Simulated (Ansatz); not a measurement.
`[AlH2][B]([SiH3])O[SiH3]` + `[NH2][GaH][SiH3]` → `[SiH3][NH][GaH][SiH3]` + `[AlH2][BH]O[SiH3]`  (cleavage of the Si–B bond)

Isolated molecules relaxed with PBE0-D4/def2-TZVP in Ansatz; ΔE leaves out vibrations. CBS: MP2 limit from def2 TZ/QZ plus the TZ coupled-cluster correction, frozen cores. DFT in def2-TZVPP. B3LYP here is the variant with VWN-RPA as its local correlation; programs differ in this. For Ga outer-core shells are correlated without core-valence functions, which leaves a few kJ/mol of doubt a bond. Scalar relativity is left out up to krypton. Each species was taken in one conformer, which may not be the lowest.

```csv
level,ΔE (kcal/mol),difference from CCSD(T)/CBS
PBE-D4,-10.4,6.1
r2SCAN-D4,-13.8,2.7
PBE0-D4,-12.7,3.8
B3LYP-D4,-16.6,-0.1
ωB97X-V,-16.0,0.5
ωB97M-V,-16.3,0.2
B2PLYP,-18.2,-1.7
PBE,-11.0,5.5
r2SCAN,-13.9,2.6
PBE0,-13.2,3.3
B3LYP,-17.4,-0.9
HF/def2-TZVPP,-24.6,-8.1
MP2/def2-TZVPP,-18.8,-2.3
SCS-MP2/def2-TZVPP,-20.0,-3.5
CCSD/def2-TZVPP,-18.0,-1.5
CCSD(T)/def2-TZVPP,-16.9,-0.4
HF/def2-QZVPP,-24.8,-8.3
MP2/def2-QZVPP,-18.7,-2.2
SCS-MP2/def2-QZVPP,-19.9,-3.4
HF/CBS(def2),-24.8,-8.3
MP2/CBS(def2),-18.5,-2.0
CCSD/CBS(def2),-17.7,-1.2
CCSD(T)/CBS,-16.5,0
```

Largest T1 diagnostic among the species: 0.015.

In def2-TZVPP, CCSD(T) changes the Hartree–Fock value by +7.7 kcal/mol (the triples alone add +1.2 kcal/mol) and MP2 by +5.7 kcal/mol. From PBE to PBE0 (25 % exact exchange), in def2-TZVPP and without D4, ΔE moves by −2.2 kcal/mol. The D4 term adds +0.8 kcal/mol with B3LYP and +0.5 kcal/mol with PBE0; it sums over pairs of atoms, weighted by their polarisabilities, and B3LYP, whose exchange is more repulsive, gets the larger term.
